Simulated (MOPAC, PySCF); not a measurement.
C2H2OSi, SMILES `C(#C)[Si]O` (lower singlet), neutral singlet in the gas phase. This singlet lies 1.95 eV below the relaxed triplet at the level B3LYP/cc-pVTZ // PBE0-D3(BJ)/def2-TZVP (Ansatz).

Cartesian coordinates (Å):
SMILES: C#C[Si]O
```xyz
6

C      1.6693    -0.0852     0.4340
C      0.5260    -0.3784     0.1585
Si    -1.1431    -1.0726    -0.3172
O     -2.0753     0.2725    -0.1055
H      2.6732     0.1809     0.6783
H     -1.6501     1.0828     0.1901
```
Charge 0, spin multiplicity 1.

All levels are single points at this geometry (PBE0-D3(BJ)/def2-TZVP); Pople sets use spherical d functions. Orbital energies aren't observables, and empty levels follow the basis.

HF/6-31G* in PySCF gives HOMO (eV) = -9.39.

Estimate the HOMO (eV) from each of these levels: PBE-D3(BJ)/def2-TZVP in PySCF; PBE0-D3(BJ)/def2-TZVP in PySCF; B3LYP/3-21G in PySCF; B3LYP/6-311+G** in PySCF; B3LYP/LANL2DZ in PySCF; M06-2X/6-31G* in PySCF; PBE/6-31G* in PySCF; SVWN5/6-31G* in PySCF; HF/3-21G in PySCF; AM1 in MOPAC; PM3 in MOPAC; PM6 in MOPAC.


```csv
level,HOMO (eV)
PBE-D3(BJ)/def2-TZVP in PySCF,-5.95
PBE0-D3(BJ)/def2-TZVP in PySCF,-7.06
B3LYP/3-21G in PySCF,-6.56
B3LYP/6-311+G** in PySCF,-6.97
B3LYP/LANL2DZ in PySCF,-6.85
M06-2X/6-31G* in PySCF,-7.90
PBE/6-31G* in PySCF,-5.73
SVWN5/6-31G* in PySCF,-5.78
HF/3-21G in PySCF,-9.38
AM1 in MOPAC,-7.91
PM3 in MOPAC,-8.33
PM6 in MOPAC,-8.19
```
